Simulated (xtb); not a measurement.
chlorine atom (Cl), doublet; GFN2-xTB (xtb).

The xtb input:
```
$ xtb mol.xyz --gfn 2 --uhf 1 --opt --json

# file mol.xyz
1

Cl     0.00000000     0.00000000     0.00000000
```

Problem. What does xtb print? Leave out banner, timings and long lists.

Solution. 
```
   ID    Z sym.   atoms
    1   17 Cl     1

           -------------------------------------------------
          |                Calculation Setup                |
           -------------------------------------------------

           -------------------------------------------------
          |                 G F N 2 - x T B                 |
           -------------------------------------------------

          ...................................................
          :                      SETUP                      :
          :.................................................:
          :  # basis functions                  10          :
          :  # atomic orbitals                   9          :
          :  # shells                            3          :
          :  # electrons                         7          :
          :  max. iterations                   250          :
          :  Hamiltonian                  GFN2-xTB          :
          :  restarted?                      false          :
          :  GBSA solvation                  false          :
          :  PC potential                    false          :
          :  electronic temp.          300.0000000     K    :
          :  accuracy                    1.0000000          :
          :  -> integral cutoff          0.2500000E+02      :
          :  -> integral neglect         0.1000000E-07      :
          :  -> SCF convergence          0.1000000E-05 Eh   :
          :  -> wf. convergence          0.1000000E-03 e    :
          :  Broyden damping             0.4000000          :
          :  net charge                          0          :
          :  unpaired electrons                  1          :
          ...................................................

 iter      E             dE          RMSdq      gap      omega  full diag
   1     -4.4825251 -0.448253E+01  0.716E-14   12.43      12.4  T
   2     -4.4825251  0.000000E+00  0.573E-14   12.43      12.4  T
   3     -4.4825251  0.000000E+00  0.441E-14   12.43      12.4  T

   *** convergence criteria satisfied after 3 iterations ***

         :::::::::::::::::::::::::::::::::::::::::::::::::::::
         ::                     SUMMARY                     ::
         :::::::::::::::::::::::::::::::::::::::::::::::::::::
         :: total energy              -4.482525134961 Eh    ::
         :: gradient norm              0.000000000000 Eh/a0 ::
         :: HOMO-LUMO gap             12.433420000000 eV    ::
         ::.................................................::
         :: SCC energy                -4.482525134961 Eh    ::
         :: -> isotropic ES            0.000000000000 Eh    ::
         :: -> anisotropic ES          0.000000000000 Eh    ::
         :: -> anisotropic XC          0.000000000000 Eh    ::
         :: -> dispersion              0.000000000000 Eh    ::
         :: repulsion energy           0.000000000000 Eh    ::
         :: add. restraining           0.000000000000 Eh    ::
         :: total charge               0.000000000000 e     ::
         :::::::::::::::::::::::::::::::::::::::::::::::::::::

      -----------------------------------------------------------
     |                   =====================                   |
     |                        A N C O P T                        |
     |                   =====================                   |
     |               Approximate Normal Coordinate               |
     |                Rational Function Optimizer                |
      -----------------------------------------------------------
      -----------------------------------------------------------
     |                   =====================                   |
     |                        A N C O P T                        |
     |                   =====================                   |
     |               Approximate Normal Coordinate               |
     |                Rational Function Optimizer                |
[...]
   2     -4.4825251  0.000000E+00  0.282E-14   12.43      12.4  T
   3     -4.4825251  0.000000E+00  0.217E-14   12.43      12.4  T

   *** convergence criteria satisfied after 3 iterations ***

         :::::::::::::::::::::::::::::::::::::::::::::::::::::
         ::                     SUMMARY                     ::
         :::::::::::::::::::::::::::::::::::::::::::::::::::::
         :: total energy              -4.482525134961 Eh    ::
         :: gradient norm              0.000000000000 Eh/a0 ::
         :: HOMO-LUMO gap             12.433420000000 eV    ::
         ::.................................................::
         :: SCC energy                -4.482525134961 Eh    ::
         :: -> isotropic ES            0.000000000000 Eh    ::
         :: -> anisotropic ES          0.000000000000 Eh    ::
         :: -> anisotropic XC          0.000000000000 Eh    ::
         :: -> dispersion              0.000000000000 Eh    ::
         :: repulsion energy           0.000000000000 Eh    ::
         :: add. restraining           0.000000000000 Eh    ::
         :: total charge               0.000000000000 e     ::
         :::::::::::::::::::::::::::::::::::::::::::::::::::::

           -------------------------------------------------
          |                Property Printout                |
           -------------------------------------------------

    * Orbital Energies and Occupations

         #    Occupation            Energy/Eh            Energy/eV
      -------------------------------------------------------------
         1        2.0000           -1.0759754             -29.2788
         2        1.6667           -0.4657520             -12.6738
         3        1.6667           -0.4657520             -12.6738
         4        1.6667           -0.4657520             -12.6738 (HOMO)
         5                         -0.0088323              -0.2403 (LUMO)
         6                         -0.0088323              -0.2403
         7                         -0.0088323              -0.2403
         8                         -0.0088323              -0.2403
         9                         -0.0088323              -0.2403
      -------------------------------------------------------------
                  HL-Gap            0.4569198 Eh           12.4334 eV
             Fermi-level           -0.3511928 Eh           -9.5564 eV

     #   Z          covCN         q      C6AA      α(0)
     1  17 Cl       0.000     0.000    92.710    14.654

 Mol. C6AA /au·bohr⁶  :         92.710205
 Mol. C8AA /au·bohr⁸  :       3868.199895
 Mol. α(0) /au        :         14.653772

Wiberg/Mayer (AO) data.
largest (>0.10) Wiberg bond orders for each atom

 ---------------------------------------------------------------------------
     #   Z sym  total        # sym  WBO       # sym  WBO       # sym  WBO
 ---------------------------------------------------------------------------
     1  17 Cl   0.000
 ---------------------------------------------------------------------------

molecular dipole:
                 x           y           z       tot (Debye)
 q only:        0.000       0.000       0.000
   full:        0.000       0.000       0.000       0.000
molecular quadrupole (traceless):
                xx          xy          yy          xz          yz          zz
 q only:        0.000       0.000       0.000       0.000       0.000       0.000
  q+dip:        0.000       0.000       0.000       0.000       0.000       0.000
   full:        0.000       0.000       0.000       0.000       0.000       0.000

optimized geometry written to: xtbopt.xyz

           -------------------------------------------------
          | TOTAL ENERGY               -4.482525134961 Eh   |
          | GRADIENT NORM               0.000000000000 Eh/α |
          | HOMO-LUMO GAP              12.433420000000 eV   |
           -------------------------------------------------

normal termination of xtb
```
